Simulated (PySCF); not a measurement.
## Calculated data, AlBH2NO, BH4O3, BClH3O, AlBClH3O and others

Calculation on a computer-drawn molecule: the log of a Hartree-Fock and frozen-core CCSD(T) single point meant for a local Hartree-Fock minimum, with one planted fault or none, to be diagnosed. Offsets are logged minus clean, where the clean run is the same molecule without the fault. The reference is restricted for singlets and unrestricted otherwise, and also for a bond in bohr or an excited solution. Adding or removing an electron swaps singlet and doublet. The excited solution moves the top pair (singlet) or top alpha electron (doublet) to the lowest empty orbital. Highest occupied and lowest empty are orbital energies over both spins, largest force is the largest gradient component, triples share is (T) over the correlation energy, the T1 limit is 0.02 restricted and 0.045 unrestricted, electrons count all cores, a negative frequency is imaginary (commonest isotopes), and the dipole is about the centre of nuclear charge. Program: PySCF 2.14.0.

Common to all runs: logged SCF converged yes; logged SCF stable within its kind yes; possible faults no fault, one electron removed, one electron added, multiplicity raised by two, geometry at a saddle point, SCF held on an excited solution, minimal basis STO-3G, one bond length entered in bohr, all coordinates scaled.

(1) AlBH2NO

Logged structure:
```xyz
6
AlBH2NO
O     -1.9566     2.0150     0.0304
B     -1.4997     0.8269    -0.1465
N     -0.9960    -0.3464    -0.2841
Al    -0.2704    -1.8401    -0.3988
H     -2.7444     2.3299    -0.3980
H      0.3909    -3.2226    -0.5129
```

| Quantity | Value |
| --- | --- |
| meant charge | 1 |
| meant multiplicity | 1 |
| meant basis | cc-pV(D+d)Z |
| logged electrons | 34 |
| logged basis functions | 75 |
| logged spin squared | 0 |
| logged highest occupied | -16.731 eV |
| logged lowest empty | -3.4744 eV |
| logged largest force | 4.036e-05 hartree/bohr |
| logged lowest frequency | 115.1 cm⁻¹ |
| logged T1 diagnostic | 0.016122 |
| logged D1 diagnostic | 0.035762 |
| logged triples share | 0.029807 |
| logged CC converged | yes |
| logged dipole magnitude | 3.5748 debye |
| logged energy HF | -396.94167 hartree |
| logged energy CCSD(T) | -397.42784 hartree |
| planted fault | no fault |
| HF energy offset from clean run | 0 kcal/mol |
| CCSD(T) energy offset from clean run | 0 kcal/mol |

Drawn bonds:
```tsv
atom	other atom	order
1	2	1
2	3	1
3	4	2
1	5	1
4	6	1
```

(2) BH4O3

Logged structure:
```xyz
8
BH4O3
O     -0.2507    -1.8750    -0.8176
B      0.8075    -1.3377     0.0633
O      1.7401    -2.4840     0.3196
O      1.4849    -0.2156    -0.6056
H     -0.3296    -2.7952    -0.6381
H      0.3633    -0.8973     1.1548
H      2.4081    -2.1925     0.9139
H      1.6863    -0.4972    -1.4829
```

| Quantity | Value |
| --- | --- |
| meant charge | -1 |
| meant multiplicity | 1 |
| meant basis | aug-cc-pVDZ |
| logged electrons | 33 |
| logged basis functions | 128 |
| logged spin squared | 0.7645 |
| logged highest occupied | -11.55 eV |
| logged lowest empty | -1.3847 eV |
| logged largest force | 0.068398 hartree/bohr |
| logged dipole magnitude | 5.5955 debye |
| logged energy HF | -251.63185 hartree |
| planted fault | one electron removed |
| HF energy offset from clean run | 83.12 kcal/mol |

Drawn bonds:
```tsv
atom	other atom	order
1	2	1
2	3	1
2	4	1
1	5	1
2	6	1
3	7	1
4	8	1
```

Notes: coupled-cluster numbers left out as unreliable.

(3) BClH3O

Logged structure:
```xyz
6
BClH3O
O     -2.1180    -0.8579     2.7809
B     -2.3690    -0.1262     1.5893
Cl    -0.4470    -0.0230     0.4864
H     -1.5443    -0.3715     3.3459
H     -3.0726    -0.7195     0.8030
H     -2.5634     1.0696     1.7149
```

| Property | Result |
| --- | --- |
| meant charge | -1 |
| meant multiplicity | 1 |
| meant basis | aug-cc-pV(D+d)Z |
| logged electrons | 33 |
| logged basis functions | 105 |
| logged spin squared | 0.7591 |
| logged highest occupied | -11.957 eV |
| logged lowest empty | -2.1975 eV |
| logged largest force | 0.043845 hartree/bohr |
| logged T1 diagnostic | 0.054221 |
| logged D1 diagnostic | 0.32379 |
| logged triples share | 0.028592 |
| logged CC converged | yes |
| logged dipole magnitude | 2.8269 debye |
| logged energy HF | -560.78044 hartree |
| logged energy CCSD(T) | -561.26565 hartree |
| planted fault | one electron removed |
| HF energy offset from clean run | 84.43 kcal/mol |
| CCSD(T) energy offset from clean run | 104.3 kcal/mol |

Drawn bonds:
```tsv
atom	other atom	order
1	2	1
2	3	1
1	4	1
2	5	1
2	6	1
```

Notes: T1 above single-reference limit.

(4) AlBClH3O

Logged structure:
```xyz
7
AlBClH3O
O     -2.3059    -2.4196    -2.8647
B     -1.8971    -2.2168    -1.5904
Al    -0.1681    -0.9638    -1.2829
Cl     1.6693    -1.9086    -0.7467
H     -3.0592    -2.9877    -2.9447
H     -2.5130    -2.7504    -0.6952
H     -0.0856     0.6068    -1.3930
```

| Quantity | Value |
| --- | --- |
| meant charge | 0 |
| meant multiplicity | 1 |
| meant basis | cc-pV(D+d)Z |
| logged electrons | 46 |
| logged basis functions | 31 |
| logged spin squared | 0 |
| logged highest occupied | -7.8923 eV |
| logged lowest empty | 7.4343 eV |
| logged largest force | 0.047878 hartree/bohr |
| logged T1 diagnostic | 0.017979 |
| logged D1 diagnostic | 0.078928 |
| logged triples share | 0.030697 |
| logged CC converged | yes |
| logged dipole magnitude | 4.4103 debye |
| logged energy HF | -793.67151 hartree |
| logged energy CCSD(T) | -793.8163 hartree |
| planted fault | minimal basis STO-3G |
| HF energy offset from clean run | 5742 kcal/mol |
| CCSD(T) energy offset from clean run | 5977 kcal/mol |

Drawn bonds:
```tsv
atom	other atom	order
1	2	1
2	3	1
3	4	1
1	5	1
2	6	1
3	7	1
```

(5) AlBFH2O

Logged structure:
```xyz
6
AlBFH2O
O      0.1822    -0.3803    -0.9765
B      0.3779     0.4560     0.0662
Al    -1.3219     0.8355     1.3966
F     -2.1397     2.2745     1.1856
H      0.9571    -0.5400    -1.4970
H      1.4823     0.9086     0.2656
```

| Property | Result |
| --- | --- |
| meant charge | 0 |
| meant multiplicity | 2 |
| meant basis | cc-pV(D+d)Z |
| logged electrons | 37 |
| logged basis functions | 75 |
| logged spin squared | 0.7721 |
| logged highest occupied | -7.8939 eV |
| logged lowest empty | 1.2606 eV |
| logged largest force | 3.631e-05 hartree/bohr |
| logged lowest frequency | 57.008 cm⁻¹ |
| logged T1 diagnostic | 0.019368 |
| logged D1 diagnostic | 0.059526 |
| logged triples share | 0.021898 |
| logged CC converged | yes |
| logged dipole magnitude | 3.1883 debye |
| logged energy HF | -442.15457 hartree |
| logged energy CCSD(T) | -442.68849 hartree |
| planted fault | — |

Drawn bonds:
```tsv
atom	other atom	order
1	2	1
2	3	1
3	4	1
1	5	1
2	6	1
```

Questions
1. Give the missing planted fault for AlBFH2O (entry 5).

Answers
1. no fault

Further results for AlBFH2O (entry 5):

| Property | Result |
| --- | --- |
| HF energy offset from clean run | 0 kcal/mol |
| CCSD(T) energy offset from clean run | 0 kcal/mol |
